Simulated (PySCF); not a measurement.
Species: C4H12Si.
SMILES with atom numbers: `[CH3:1][Si:2]([CH3:3])([CH3:4])[CH3:5]` (hydrogens: H6, H7, H8 on C1; H9, H10, H11 on C3; H12, H13, H14 on C4; H15, H16, H17 on C5)

Computed by this run: PBE0-D3(BJ)/def2-SVP geometry optimisation, gas phase in PySCF 2.14.0; density fitting, grid level 1; the optimiser is geomeTRIC in internal coordinates, started from a GFN2-xTB structure with every atom displaced at random (about 0.01 Å).

The end geometry, which sets the zero of energy:
```
atom  x, y, z in Å
C1     -0.7149   -0.8871   -1.5009
Si2    -0.0021    0.0002    0.0009
C3      0.2832    1.8148   -0.4203
C4     -1.2092   -0.1287    1.4418
C5      1.6367   -0.7963    0.4815
H6     -1.6739   -0.4430   -1.8115
H7     -0.8903   -1.9533   -1.2853
H8     -0.0240   -0.8280   -2.3573
H9      0.6992    2.3641    0.4393
H10    -0.6583    2.3073   -0.7118
H11     0.9897    1.9192   -1.2594
H12    -2.1794    0.3297    1.1913
H13    -1.3953   -1.1803    1.7132
H14    -0.8176    0.3836    2.3352
H15     1.5048   -1.8605    0.7344
H16     2.3660   -0.7350   -0.3422
H17     2.0785   -0.2958    1.3581
```

**Question.** These geometries come from the run, each turned onto the end geometry. Order them by energy, lowest first.
A.
```
atom  x, y, z in Å
C1     -0.7230   -0.8803   -1.4996
Si2     0.0017    0.0013   -0.0002
C3      0.2963    1.8149   -0.4169
C4     -1.2055   -0.1222    1.4424
C5      1.6344   -0.8107    0.4763
H6     -1.7095   -0.4643   -1.7604
H7     -0.8579   -1.9556   -1.3057
H8     -0.0729   -0.7790   -2.3832
H9      0.6467    2.3717    0.4670
H10    -0.6269    2.3001   -0.7696
H11     1.0560    1.9257   -1.2068
H12    -2.2042    0.2422    1.1528
H13    -1.3124   -1.1649    1.7808
H14    -0.8621    0.4768    2.3010
H15     1.4910   -1.8764    0.7153
H16     2.3644   -0.7449   -0.3460
H17     2.0770   -0.3233    1.3600
```
B.
```
atom  x, y, z in Å
C1     -0.7586   -0.8668   -1.4864
Si2     0.0340   -0.0077   -0.0114
C3      0.3204    1.8149   -0.3995
C4     -1.2061   -0.1265    1.4045
C5      1.6667   -0.8173    0.4662
H6     -1.7589   -0.4542   -1.6990
H7     -0.8630   -1.9466   -1.2508
H8     -0.1413   -0.7738   -2.3935
H9      0.6437    2.3750    0.4920
H10    -0.6282    2.2535   -0.7727
H11     1.0828    1.9517   -1.1846
H12    -2.1973    0.2187    1.0731
H13    -1.3317   -1.1610    1.7714
H14    -0.9256    0.5003    2.2629
H15     1.5419   -1.8822    0.7179
H16     2.4222   -0.7452   -0.3355
H17     2.0920   -0.3218    1.3524
```
C.
```
atom  x, y, z in Å
C1     -0.7425   -0.8751   -1.4945
Si2     0.0224   -0.0035   -0.0073
C3      0.3119    1.8171   -0.4045
C4     -1.2024   -0.1237    1.4218
C5      1.6507   -0.8167    0.4696
H6     -1.7380   -0.4640   -1.7201
H7     -0.8599   -1.9503   -1.2781
H8     -0.1194   -0.7825   -2.3981
H9      0.6398    2.3773    0.4847
H10    -0.6228    2.2745   -0.7703
H11     1.0744    1.9470   -1.1889
H12    -2.1976    0.2245    1.0990
H13    -1.3162   -1.1597    1.7798
H14    -0.9006    0.4962    2.2815
H15     1.5187   -1.8824    0.7160
H16     2.3948   -0.7461   -0.3400
H17     2.0797   -0.3217    1.3565
```
D.
```
atom  x, y, z in Å
C1     -0.7102   -0.9289   -1.5233
Si2    -0.0076   -0.0034   -0.0042
C3      0.2685    1.8401   -0.4357
C4     -1.1892   -0.1303    1.4537
C5      1.6532   -0.8129    0.4758
H6     -1.6754   -0.4572   -1.8273
H7     -0.8934   -1.9545   -1.3147
H8     -0.0370   -0.8405   -2.3782
H9      0.7089    2.3808    0.4346
H10    -0.6398    2.3279   -0.6956
H11     0.9697    1.9437   -1.2519
H12    -2.1729    0.3231    1.2238
H13    -1.4352   -1.1457    1.7269
H14    -0.8529    0.3826    2.3500
H15     1.5231   -1.8665    0.7382
H16     2.3817   -0.7408   -0.3138
H17     2.1016   -0.3065    1.3488
```

**Answer.** A (0.004 eV), C (0.011 eV), B (0.027 eV), D (0.143 eV).

In the order of the answer:

| step | E above end (eV) | largest force (eV/Å) | rms force component (eV/Å) | rms distance from end (Å) | rms bond change (Å) | bond most changed (Å) |
| --- | --- | --- | --- | --- | --- | --- |
| 4 | 0.004 | 0.04 | 0.014 | 0.060 | 0.000 | Si2–C4 +0.001 |
| 2 | 0.011 | 0.17 | 0.040 | 0.081 | 0.001 | Si2–C5 -0.003 |
| 1 | 0.027 | 0.34 | 0.100 | 0.094 | 0.003 | C1–H7 +0.008 |
| 0 | 0.143 | 2.04 | 0.584 | 0.032 | 0.022 | C1–H7 -0.039 |

What follows is the cost of the whole optimisation. Time: 75 s of wall time; peak memory 0.64 GiB. Hardware: an AMD EPYC 7R43 with one thread, shared host with 256 logical CPUs at a one-minute load of 77.
